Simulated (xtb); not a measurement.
I₄Ti (SMILES [I][Ti]([I])([I])[I]), singlet, at a GFN2-xTB geometry (such geometries of metal compounds can be far from the true shape). Base run: GFN2-xTB run with xtb.

Geometry (Å):
```xyz
5

Ti     0.0000     0.0000     0.0000
I      2.0952    -0.5955    -1.4960
I      0.7878     0.4420     2.4833
I     -1.1736     2.1682    -0.9509
I     -1.7094    -2.0148    -0.0363
```
Charge 0, spin multiplicity 1.
All else is at xtb's defaults.
Base energy -17.09594 Eh.

The base run was repeated with changes; each row names its change, and settings that it needs were set with it.

| change | ΔE vs base (kcal/mol) | HOMO-LUMO gap (eV) | G_solv (kcal/mol) | SCF cycles |
|---|---|---|---|---|
| base | 0.000 | 1.58 | - | 19 |
| alpb = chcl3 | -21.09 | 1.68 | -22.34 | 11 |
| gbsa = acetonitrile | -15.97 | 1.62 | -16.24 | 12 |
| alpb = ether | -18.15 | 1.63 | -18.51 | 12 |
| alpb = thf | … | … | … | 12 |
| etemp = 10000 | -101.3 | 3.29 | - | 13 |

Problem. What belongs in the gaps?

Solution. 
- alpb = thf, ΔE vs base (kcal/mol): -14.56
- alpb = thf, HOMO-LUMO gap (eV): 1.61
- alpb = thf, G_solv (kcal/mol): -14.74

ALPB and GBSA are two models with their own fitted parameters for each solvent, which aren't always the measured dielectric constant.
